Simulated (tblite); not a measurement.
Iodine monochloride, ICl.
SMILES: `ICl`

Computed with GFN2-xTB (tblite): harmonic, unscaled wavenumbers at the GFN2-xTB geometry, gas phase. This tight-binding method is rough: wavenumbers can miss measured ones by several per cent, in bad cases by 10 to 20.

Harmonic wavenumbers (cm⁻¹): 367.8.

B = 3466 MHz (linear); mass 161.873 u (most abundant isotopes); point group C∞v, symmetry number 1.

Problem. What is the zero-point energy?

Solution. Half the sum of the wavenumbers: 184 cm⁻¹ = 0.53 kcal/mol.

Problem. Give the ideal-gas entropy at 273.15 K and 1 bar in the rigid-rotor, harmonic-oscillator model (classical rotation).

Solution. Translation 40.74, rotation 16.70, vibration 0.96: S = 58.4 cal/(mol K).

Problem. And Cp and H(273.15 K) − H(0)?

Solution. Cp = 8.42 cal/(mol K), of which vibrations give 1.47 (their classical limit is 1 R = 2.0); H(273.15 K) − H(0) = 2.08 kcal/mol without the zero-point energy, 0.18 from vibrations.

Problem. Which modes carry the vibrational entropy at 273.15 K?

Solution. 367.8 cm⁻¹: 0.96 cal/(mol K).

Problem. How do the functions run with temperature in this model?

Solution. 
```json
{"T (K)": "100", "S (cal/(mol K))": "50.5", "Cp (cal/(mol K))": "7.2", "H − H(0) (kcal/mol)": "0.70", "G − H(0) (kcal/mol)": "-4.35", "ln q(vib)": "0.01"}
{"T (K)": "200", "S (cal/(mol K))": "55.8", "Cp (cal/(mol K))": "8.1", "H − H(0) (kcal/mol)": "1.47", "G − H(0) (kcal/mol)": "-9.69", "ln q(vib)": "0.07"}
{"T (K)": "300", "S (cal/(mol K))": "59.2", "Cp (cal/(mol K))": "8.5", "H − H(0) (kcal/mol)": "2.30", "G − H(0) (kcal/mol)": "-15.45", "ln q(vib)": "0.19"}
{"T (K)": "500", "S (cal/(mol K))": "63.6", "Cp (cal/(mol K))": "8.8", "H − H(0) (kcal/mol)": "4.04", "G − H(0) (kcal/mol)": "-27.77", "ln q(vib)": "0.43"}
{"T (K)": "800", "S (cal/(mol K))": "67.8", "Cp (cal/(mol K))": "8.9", "H − H(0) (kcal/mol)": "6.69", "G − H(0) (kcal/mol)": "-47.52", "ln q(vib)": "0.73"}
{"T (K)": "1000", "S (cal/(mol K))": "69.7", "Cp (cal/(mol K))": "8.9", "H − H(0) (kcal/mol)": "8.46", "G − H(0) (kcal/mol)": "-61.28", "ln q(vib)": "0.89"}
```

q(vib) and H(0) count from the zero-point level.

On Intel Xeon 6975P-C, one thread, shared host with 192 logical CPUs at a one-minute load of 105, this took under 0.1 s of wall time. This covers the Hessian and the dipole derivatives.
